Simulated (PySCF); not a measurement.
PySCF input:

```python
from pyscf import gto, scf, dft

mol = gto.M(
    atom='''
    C    -1.20748795   -0.05475739   -0.02997572
    Si    0.58530938    0.02654272    0.01453023
    H    -1.82230395    0.83895675   -0.07707614
    H    -1.74051796   -1.00052426   -0.01137043
    H     1.36330731   -1.21371511    0.07790906
    H     1.25011096    1.33222888   -0.01303131
    ''',
    basis='def2-tzvpd',
    charge=1,
    spin=1,
    verbose=4,
)

mf = dft.UKS(mol, xc='bp86').density_fit(auxbasis='def2-universal-jkfit')
mf.grids.level = 3
mf.conv_tol = 1e-9
mf.max_cycle = 100
mf.max_memory = 1500
mf.kernel()
if not mf.converged:
    mf = mf.newton()
    mf.kernel(mf.make_rdm1())
for _ in range(2):
    mo, _, stable, _ = mf.stability(return_status=True)
    if stable:
        break
    mf.kernel(mf.make_rdm1(mo, mf.mo_occ))
mf.analyze()
```

Predict the final energy.

-329.66856 Eh (BP86/def2-TZVPD).
